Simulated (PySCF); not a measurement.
**Cost of excited-state runs on `C[C@@H]1C[C@@H](Cl)[CH2][GeH2]1`, C₅H₁₁ClGe**

Geometry:
```csv
atom,x (Å),y (Å),z (Å)
C1,2.156,-0.586,-0.368
C2,0.744,-0.457,0.184
C3,-0.296,-1.061,-0.769
C4,-1.644,-0.387,-0.566
Cl5,-2.156,-0.666,1.119
C6,-1.486,1.112,-0.729
Ge7,0.103,1.426,0.416
H8,2.880,-0.192,0.342
H9,2.256,-0.031,-1.300
H10,2.399,-1.630,-0.564
H11,0.694,-0.982,1.140
H12,-0.380,-2.141,-0.629
H13,0.008,-0.879,-1.804
H14,-2.417,-0.817,-1.208
H15,-1.288,1.348,-1.776
H16,-2.389,1.639,-0.432
H17,1.036,2.466,-0.151
H18,-0.229,1.846,1.818
```

PySCF with density fitting, on 1 thread of an Arm Neoverse V1, shared host. Command: `OMP_NUM_THREADS=1 python excited_run.py task.json out`

(1) How long does this run take, and how much memory?
- circular dichroism and optical rotation, wB97X-D/def2-SVPD; 16 states; writes grids

## Answers

(1) 
| run | level | basis functions | wall time | peak memory (GiB) |
| --- | --- | --- | --- | --- |
| circular dichroism and optical rotation | wB97X-D/def2-SVPD | 253 | 3.2 min | 1.2 |

Times from a shared host are rough.
